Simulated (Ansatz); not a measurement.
Cost and result for the atomization energy of H$_{8}$O$_{2}$Si$_{3}$ (`O[SiH2]O[SiH2][SiH3]`) (13 atoms, 12 bonds).

| atom | x (Å) | y (Å) | z (Å) |
| --- | --- | --- | --- |
| O1 | -1.658 | -2.053 | 0.699 |
| Si2 | -0.081 | -1.694 | 0.960 |
| O3 | 0.630 | -1.033 | -0.350 |
| Si4 | 0.667 | 0.333 | -1.265 |
| Si5 | 0.079 | 2.233 | -0.020 |
| H6 | -1.868 | -2.786 | 0.118 |
| H7 | -0.094 | -0.716 | 2.071 |
| H8 | 0.696 | -2.914 | 1.282 |
| H9 | -0.267 | 0.179 | -2.415 |
| H10 | 2.043 | 0.481 | -1.808 |
| H11 | 0.123 | 3.426 | -0.911 |
| H12 | 1.027 | 2.445 | 1.107 |
| H13 | -1.296 | 2.099 | 0.532 |

Charge 0, multiplicity 1. All single points use the PBE0-D4/def2-TZVP geometry. It is one conformer, not always the lowest. Program: Ansatz. All runs use 4 threads of an INTEL XEON PLATINUM 8581C on a shared host. Times are those of one run each, without the atoms' runs, and a repeat can differ threefold. Electronic energies, without spin–orbit coupling; frozen cores. CCSD(T)/CBS adds CCSD(T) − MP2 in def2-TZVPP to the MP2 limit, and its time is that of the two runs behind it. T1 = 0.012. B3LYP takes the VWN-RPA correlation (the form of Gaussian; ORCA's B3LYP/G).

CCSD(T)/CBS is a level of theory with its own doubt, some kJ/mol a heavy atom from the limit and from the frozen cores, so smaller differences don't rank the functionals.

| level | functions | wall time |
| --- | --- | --- |
| PBE-D4/def2-TZVPP (with forces) | 300 | 2.2 s |
| PBE0-D4/def2-TZVPP | 300 | 2.9 s |
| r2SCAN-D4/def2-TZVPP (with forces) | 300 | 3.7 s |
| B3LYP-D4/def2-TZVPP (with forces) | 300 | 4.7 s |
| B2PLYP/def2-TZVPP | 300 | 4.9 s |
| ωB97X-V/def2-TZVPP | 300 | 6.5 s |
| ωB97M-V/def2-TZVPP (with forces) | 300 | 9.5 s |
| MP2/def2-QZVPP | 564 | 22 s |
| CCSD(T)/def2-TZVPP | 300 | 2.5 min |
| CCSD(T)/CBS(def2) | – | 2.8 min |

Question: What atomization energy does each give, and how far from CCSD(T)/CBS? (Estimate.)

Answer: Computed: 
```csv
level,atomization (kcal/mol),difference from CCSD(T)/CBS,per bond
PBE-D4/def2-TZVPP (with forces),1041.1,-14.4,-1.2
PBE0-D4/def2-TZVPP,1031.5,-24.0,-2.0
r2SCAN-D4/def2-TZVPP (with forces),1048.8,-6.7,-0.6
B3LYP-D4/def2-TZVPP (with forces),1047.0,-8.5,-0.7
B2PLYP/def2-TZVPP,1035.8,-19.7,-1.6
ωB97X-V/def2-TZVPP,1057.3,1.8,0.1
ωB97M-V/def2-TZVPP (with forces),1051.2,-4.3,-0.4
MP2/def2-QZVPP,1050.9,-4.6,-0.4
CCSD(T)/def2-TZVPP,1025.2,-30.3,-2.5
CCSD(T)/CBS(def2),1055.5,0.0,0.0
```

The D4 term adds +11.7 kcal/mol with B3LYP and +6.3 kcal/mol with PBE0; it sums over pairs of atoms, weighted by their polarisabilities, and B3LYP, whose exchange is more repulsive, gets the larger term. From PBE to PBE0 (25 % exact exchange), in def2-TZVPP and without D4, the atomization energy moves by −8.6 kcal/mol: exact exchange takes away binding that semilocal exchange gives to molecules. In def2-TZVPP, CCSD(T) changes the Hartree–Fock value by +241.2 kcal/mol (the triples alone add +11.1 kcal/mol) and MP2 by +248.5 kcal/mol; breaking electron pairs costs correlation energy, which Hartree–Fock lacks.
